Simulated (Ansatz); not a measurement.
One change: `N[Si](F)(F)Cl` becomes `F[Si](F)(Cl)O[SiH2]Cl`.

Ansatz, PBE0-D4/def2-TZVP geometries, multiplicity 1. Each molecule was computed in one conformer, which needn't be the lowest.

```json
{"property": "size of the dipole moment (B3LYP/def2-TZVPP) / D", "`N[Si](F)(F)Cl`": "2.75"}
{"property": "HOMO energy (PBE0/def2-TZVPP) / eV", "`N[Si](F)(F)Cl`": "-8.50"}
{"property": "HOMO energy (ωB97M-V/def2-TZVPP) / eV", "`N[Si](F)(F)Cl`": "-10.86"}
{"property": "size of the dipole moment (PBE/def2-TZVPP) / D", "`N[Si](F)(F)Cl`": "2.70"}
{"property": "LUMO energy (PBE0/def2-TZVPP) / eV", "`N[Si](F)(F)Cl`": "0.46"}
{"property": "HOMO–LUMO gap (ωB97M-V/def2-TZVPP) / eV", "`N[Si](F)(F)Cl`": "12.80"}
```

(1) What does the change do to each property? (An estimate is asked.)

Results:

(1) Computed: 
```tsv
property	`F[Si](F)(Cl)O[SiH2]Cl`	shift
size of the dipole moment (B3LYP/def2-TZVPP) / D	1.70	-1.05
HOMO energy (PBE0/def2-TZVPP) / eV	-9.27	-0.77
HOMO energy (ωB97M-V/def2-TZVPP) / eV	-11.51	-0.65
size of the dipole moment (PBE/def2-TZVPP) / D	1.58	-1.12
LUMO energy (PBE0/def2-TZVPP) / eV	-0.09	-0.55
HOMO–LUMO gap (ωB97M-V/def2-TZVPP) / eV	13.17	0.37
```

With PBE0 the HOMO falls by 0.77 eV and the LUMO falls by 0.55 eV, so the gap widens by about 0.22 eV. PBE moves the HOMO by -0.90 eV and ωB97M-V by -0.65 eV. Dipoles are sizes alone; their direction can turn.

B3LYP here is the variant with VWN-RPA as its local correlation; programs differ in this.
